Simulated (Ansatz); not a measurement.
Start from `COCBC=N` and change one atom or group to get `BCOC`.

Ansatz, PBE0-D4/def2-TZVP geometries, multiplicity 1. Each molecule was computed in one conformer, which needn't be the lowest.

```json
{"property": "size of the dipole moment (B3LYP/def2-TZVPP) / D", "`COCBC=N`": "2.25"}
{"property": "HOMO–LUMO gap (PBE0/def2-TZVPP) / eV", "`COCBC=N`": "5.20"}
{"property": "LUMO energy (PBE0/def2-TZVPP) / eV", "`COCBC=N`": "-2.21"}
{"property": "size of the dipole moment (PBE/def2-TZVPP) / D", "`COCBC=N`": "2.19"}
{"property": "LUMO energy (B3LYP/def2-TZVPP) / eV", "`COCBC=N`": "-2.43"}
{"property": "HOMO energy (PBE/def2-TZVPP) / eV", "`COCBC=N`": "-5.91"}
```

Task: What does the change do to each property? (Estimate.)

Result: The calculation gave: 
| property | `BCOC` | shift |
| --- | --- | --- |
| size of the dipole moment (B3LYP/def2-TZVPP) / D | 1.53 | -0.72 |
| HOMO–LUMO gap (PBE0/def2-TZVPP) / eV | 6.17 | 0.97 |
| LUMO energy (PBE0/def2-TZVPP) / eV | -1.36 | 0.85 |
| size of the dipole moment (PBE/def2-TZVPP) / D | 1.51 | -0.68 |
| LUMO energy (B3LYP/def2-TZVPP) / eV | -1.62 | 0.81 |
| HOMO energy (PBE/def2-TZVPP) / eV | -5.97 | -0.06 |

With PBE0 the HOMO falls by 0.12 eV and the LUMO rises by 0.85 eV, so the gap widens by about 0.97 eV. PBE moves the HOMO by -0.06 eV and ωB97M-V by -0.15 eV. Dipoles are sizes alone; their direction can turn.

B3LYP here is the variant with VWN-RPA as its local correlation; programs differ in this.
